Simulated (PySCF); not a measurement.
# Excitation energy of Cu by level of theory

Cu [Ar] 3d10 4s1 (2S) → Cu [Ar] 3d9 4s1 4p1 (high-spin determinant), as a difference of total energies. Calculation: PySCF 2.14, in def2-TZVPPD; the non-relativistic Hamiltonian (point nucleus). Correlated levels: valence: [Ar] frozen. The calculations carry no spin-orbit coupling.

```
           method  excitation energy (eV)
              UHF                   2.375
    MP2 (valence)                   5.766
SCS-MP2 (valence)                   5.430
   CCSD (valence)                   4.712
CCSD(T) (valence)                   4.932
```

**Question.** How much does correlation contribute at CCSD(T) (valence)?

**Answer.** 4.932 − (2.375) = 2.557 eV, measured against UHF.

A first-order spin-orbit estimate (lowest level to lowest level, LS coupling) adds -0.085 eV.

The determinant of the upper state mixes LS terms, which raises its energy above the lowest term, most at the Hartree-Fock and MP2 levels.
